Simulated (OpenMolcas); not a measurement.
## F+: effect of the IPEA shift

```
Program             : OpenMolcas
Basis               : ANO-RCC-VQZP [5s4p3d2f1g]
Scalar Hamiltonian  : DKH2, point nucleus
Active space        : 4 electrons in 9 orbitals (RAS2 2p; RAS3 3s 3d, at most 1 electron)
State averaging     : 2S+1 = 3 even, 3 roots; 2S+1 = 1 even, 6 roots; 2S+1 = 5 odd, 1 root; 2S+1 = 3 odd, 9 roots; 2S+1 = 1 odd, 8 roots
Spin-orbit coupling : RASSI with atomic mean-field integrals over the reference wave functions, term energies averaged over their components
```

Methods on the same reference wave functions:
A. RASSCF
B. SS-RASPT2, IPEA 0.25 Eh, imaginary shift 0.1 Eh (closed shells correlated: 1s 2s)
C. SS-RASPT2, IPEA 0.5 Eh, imaginary shift 0.1 Eh (closed shells correlated: 1s 2s)

Energies in cm-1 above 2s2 2p4 3P2, the measured ground level; measured values from NIST Handbook of Basic Atomic Spectroscopic Data.

```
           Level       A       B       C  Measured
     2s2 2p4 3P2     0.0     0.0     0.0       0.0
     2s2 2p4 3P1     320     320     320       341
     2s2 2p4 3P0     475     474     475       490
     2s2 2p4 1D2   22801   20820   20660     20873
     2s2 2p4 1S0   56512   49710   49930     44918
2s2 2p3 3s 5S* 2  181863  185230  185640    176494
2s2 2p3 3s 3S* 1  194791  195940  196110    182864
2s2 2p3 3s 3D* 1  222455  221880  222170    211900
2s2 2p3 3s 3D* 2  222457  221880  222170    211887
2s2 2p3 3s 3D* 3  222461  221890  222180    211866
2s2 2p3 3s 1D* 2  228103  227320  227430    215070
```

Deviations, from unrounded energies. A percentage is the sum of absolute deviations over the sum of measured energies, with the sign that they share, or ± where signs differ.

```csv
Against measurement,Levels,A,B,C
mean absolute deviation (cm-1),10,7600,6900,7100
fine structure of the ground term (%),2,-4.4,-4.4,-4.4
other terms of the ground configuration (%),2,+20.6,±7.4,±7.9
other configurations (%),6,+5.1,+5.3,+5.4
```

B, C lie about equally close to measurement and A furthest from it. The largest miss of B in the table is 2s2 2p3 3s 3S* 1, by +13000 cm-1. The ranking rests on the paired levels alone, and a cruder setting can come out closer through cancelling errors.

Between B and C the level of the table that moves most is 2s2 2p3 3s 5S* 2, by 410 cm-1 (lowest in B, highest in C). Moves below CASPT2's spread within the term are not significant.

The mean deviations of B to C differ by less than CASPT2's widest spread within a term (280 cm-1), so their order carries little weight.

From A to B the spin-free energies of the other terms of 2s2 2p4 shown, above 3P, scale by factors of 0.88 to 0.91.

The lowest spin-free term lies below A's lowest term by 0.160 hartree in B, 0.156 hartree in C.

CASPT2 does not keep the components of a term degenerate, so their means are used; among the terms shown or strongly mixed into the levels shown the widest spread is 280 cm-1 (2s2 2p3 3s 3D*, C). ANO sets are built for valence states and can reach diffuse excited orbitals poorly. With the s shell closed, the reference lacks s² → p² mixing. Without dynamic correlation excited terms often stand tens of per cent too high (terms of higher spin than the ground term too low), and those without a measured partner can miss by more than the paired ones (holds for A). Measured partners are found by configuration, term and J. A level has none where our copy of the source lacks it or the pairing is in doubt (some pairs that miss far off the trend of their configuration count as doubtful), and it then counts in no deviation. Levels of configurations outside the active space are missing. The table leaves out levels that lie high or whose names do not pair safely across all columns.

* marks odd parity.
